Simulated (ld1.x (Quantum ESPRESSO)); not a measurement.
## La (Z = 57), TM: configuration errors across variants

- Element: La (Z = 57)
- Generator: ld1.x (Quantum ESPRESSO) 7.5
- Type: norm-conserving Troullier–Martins (Kleinman–Bylander form)
- Functional: PW91
- Relativity: fully relativistic
- Frozen core: [Xe]
- Valence charge: 3
- Reference configuration: 4f0 5d1 6s1.75 6p0.25
- Partial waves: 6p (bound): rc 3.75 bohr; 5d (bound): rc 3.65 bohr; 4f (bound, empty): rc 0.85 bohr; 6s (bound): rc 2.90 bohr
- Local potential: the s channel
- Core correction: a·sin(br)/r model core inside 0.70 bohr

Open shells are filled in proportion to 2j + 1 (rel_dist='average').

All-electron excitation energies from the reference (eV): (1) 4f0 5d1 6s2 6p0 -0.585; (2) 4f0 5d1 6s1 6p0 5.422; (3) 4f0 5d1 6s0 6p0 16.335; (4) 4f1 5d0 6s1 6p0 5.692; (5) 4f0 5d2 6s1 6p0 0.214; (6) 4f0 5d0 6s2 6p0 5.835; (7) 4f0 5d1 6s0 6p2 4.280.

4 further variants failed, have other tests or another functional or relativity, and are left out.

A true bound ghost makes a file unfit for plane-wave use even where its test errors are small: the radial tests pick states by their node count and pass the ghost by.

Errors AE − PS in meV (a dash: test not solved or not reliable):

| change | (1) | (2) | (3) | (4) | (5) | (6) | (7) | bound ghosts |
| --- | --- | --- | --- | --- | --- | --- | --- | --- |
| base | -0.2 | +0.8 | -52 | -1323 | -42 | +4.3 | -22 | none |
| wave 5d (bound): rc 3.65 bohr becomes 5d (bound): rc 5.10 bohr | -0.2 | -0.2 | -74 | -1513 | +4.4 | +77 | -27 | none |
| wave 6p (bound): rc 3.75 bohr becomes 6p (bound): rc 2.68 bohr | -0.5 | +0.4 | -57 | -1245 | -38 | +0.8 | -40 | p3/2, p1/2 |

Q: Give the same row for: core correction a·sin(br)/r model core inside 0.74 bohr.

A: -0.2, +0.8, -52, -1322, -42, +4.3, -22; bound ghosts: none.
